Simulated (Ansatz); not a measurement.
Program: Ansatz. Geometries: PBE0-D4/def2-TZVP. ΔE: electronic, gas phase. CCSD(T)/CBS adds triple-zeta CCSD(T) − MP2 to the extrapolated MP2 energy (def2 sets, frozen cores). This one scheme is used for every species. DFT in def2-TZVPP. B3LYP here is the variant with VWN-RPA as its local correlation; programs differ in this.

Reaction (cleavage of the Si–Si bond): `[SiH3][SiH]1O[SiH2][SiH2]1` + `[AlH2][SH]` → `[AlH2][S][SiH3]` + `O1[SiH2][SiH2][SiH2]1`

`[SiH3][SiH]1O[SiH2][SiH2]1`:

Cartesian coordinates in Å:
```
Si -2.028 1.281 0.558
Si 0.103 0.858 -0.310
O 1.208 0.500 0.905
Si 1.828 -1.030 0.634
Si 0.473 -1.261 -1.279
H -2.955 1.555 -0.574
H -2.514 0.085 1.296
H -2.032 2.450 1.479
H 0.578 2.024 -1.108
H 3.300 -0.971 0.427
H 1.548 -1.921 1.791
H -0.644 -2.239 -1.210
H 1.135 -1.331 -2.609
```

`[AlH2][SH]`:

```xyz
5

Al   -0.269   -0.583    0.109
S     1.304    0.927    0.141
H     0.090   -1.988    0.734
H    -1.669   -0.214   -0.523
H     0.543    1.858   -0.461
```

`[AlH2][S][SiH3]`:

Cartesian coordinates in Å:
```
Al 0.222 0.226 1.824
S 0.996 1.094 -0.019
Si -0.102 -0.099 -1.418
H -0.841 -0.940 1.716
H 0.767 0.815 3.183
H 0.300 0.357 -2.771
H -1.565 0.086 -1.249
H 0.222 -1.540 -1.266
```

`O1[SiH2][SiH2][SiH2]1`:

Z-matrix (Å, degrees):
```
Si
Si 1 2.356
Si 1 2.725 2 54.7
O 1 1.674 2 90.2 3 0.0
H 1 1.487 2 117.6 3 -113.6
H 1 1.487 2 117.7 3 113.6
H 2 1.486 1 117.8 3 -111.9
H 2 1.486 1 117.8 3 111.9
H 3 1.487 1 123.9 2 102.1
H 3 1.487 1 123.9 2 -102.1
```

```json
{"level": "PBE-D4", "ΔE (kcal/mol)": "-10.4", "difference from CCSD(T)/CBS": "3.5"}
{"level": "r2SCAN-D4", "ΔE (kcal/mol)": "-12.8", "difference from CCSD(T)/CBS": "1.1"}
{"level": "PBE0-D4", "ΔE (kcal/mol)": "-11.8", "difference from CCSD(T)/CBS": "2.1"}
{"level": "B3LYP-D4", "ΔE (kcal/mol)": "-12.4", "difference from CCSD(T)/CBS": "1.5"}
{"level": "ωB97X-V", "ΔE (kcal/mol)": "-13.3", "difference from CCSD(T)/CBS": "0.6"}
{"level": "ωB97M-V", "ΔE (kcal/mol)": "-14.4", "difference from CCSD(T)/CBS": "-0.5"}
{"level": "B2PLYP", "ΔE (kcal/mol)": "-13.8", "difference from CCSD(T)/CBS": "0.1"}
{"level": "PBE", "ΔE (kcal/mol)": "-10.7", "difference from CCSD(T)/CBS": "3.2"}
{"level": "r2SCAN", "ΔE (kcal/mol)": "-13.0", "difference from CCSD(T)/CBS": "0.9"}
{"level": "PBE0", "ΔE (kcal/mol)": "-12.1", "difference from CCSD(T)/CBS": "1.8"}
{"level": "B3LYP", "ΔE (kcal/mol)": "-12.7", "difference from CCSD(T)/CBS": "1.2"}
{"level": "HF/def2-TZVPP", "ΔE (kcal/mol)": "-16.2", "difference from CCSD(T)/CBS": "-2.3"}
{"level": "MP2/def2-TZVPP", "ΔE (kcal/mol)": "-15.5", "difference from CCSD(T)/CBS": "-1.6"}
{"level": "SCS-MP2/def2-TZVPP", "ΔE (kcal/mol)": "-15.4", "difference from CCSD(T)/CBS": "-1.5"}
{"level": "CCSD/def2-TZVPP", "ΔE (kcal/mol)": "-13.5", "difference from CCSD(T)/CBS": "0.4"}
{"level": "CCSD(T)/def2-TZVPP", "ΔE (kcal/mol)": "-13.2", "difference from CCSD(T)/CBS": "0.7"}
{"level": "HF/def2-QZVPP", "ΔE (kcal/mol)": "-16.4", "difference from CCSD(T)/CBS": "-2.5"}
{"level": "MP2/def2-QZVPP", "ΔE (kcal/mol)": "-15.9", "difference from CCSD(T)/CBS": "-2.0"}
{"level": "SCS-MP2/def2-QZVPP", "ΔE (kcal/mol)": "-15.9", "difference from CCSD(T)/CBS": "-2.0"}
{"level": "HF/CBS(def2)", "ΔE (kcal/mol)": "-16.4", "difference from CCSD(T)/CBS": "-2.5"}
{"level": "MP2/CBS(def2)", "ΔE (kcal/mol)": "-16.2", "difference from CCSD(T)/CBS": "-2.3"}
{"level": "CCSD/CBS(def2)", "ΔE (kcal/mol)": "-14.1", "difference from CCSD(T)/CBS": "-0.2"}
{"level": "CCSD(T)/CBS", "ΔE (kcal/mol)": "-13.9", "difference from CCSD(T)/CBS": "0"}
```

Largest T1 diagnostic among the species: 0.014.

From PBE to PBE0 (25 % exact exchange), in def2-TZVPP and without D4, ΔE moves by −1.4 kcal/mol.
